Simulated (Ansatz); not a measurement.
Molecule: CH2F3Si, charge 0, multiplicity 2. It need not be the lowest isomer of its formula. 
Structure (B3LYP-D3(BJ)/def2-TZVP (Ansatz, a first-principles code) minimum search):
SMILES: [CH2][Si](F)(F)F
```xyz
7

Si    -0.0021     0.0000     0.0001
F      0.4454     1.4115    -0.5583
F      0.4528    -1.1084    -1.0337
F      0.8260    -0.2464     1.3276
C     -1.7938    -0.0585     0.2733
H     -2.3620     0.8159     0.5648
H     -2.3629    -0.9744     0.1741
```
Charge 0, spin multiplicity 2.

Parts of the frozen-core correlation energy in 6-31G (Ansatz, hartree). Frozen orbitals: 9; correlated occupied orbitals by spin: 16 and 15; virtual: 28 and 29. UHF or UKS for open shells. No spin-orbit coupling. Non-relativistic.

```json
[
 {"term": "reference (HF)", "value": "-626.25952"},
 {"term": "MP2 opposite-spin", "value": "___"},
 {"term": "MP2 same-spin", "value": "___"},
 {"term": "CCSD correlation", "value": "-0.49628"},
 {"term": "(T)", "value": "___"},
 {"term": "T1 diagnostic", "value": "0.012"},
 {"term": "largest doubles amplitude", "value": "0.028"},
 {"term": "<S^2> of the reference", "value": "0.760"}
]
```

Q: Some entries are withheld; supply them.

A: 
- MP2 opposite-spin, value: -0.35677
- MP2 same-spin, value: -0.12739
- (T), value: -0.00712
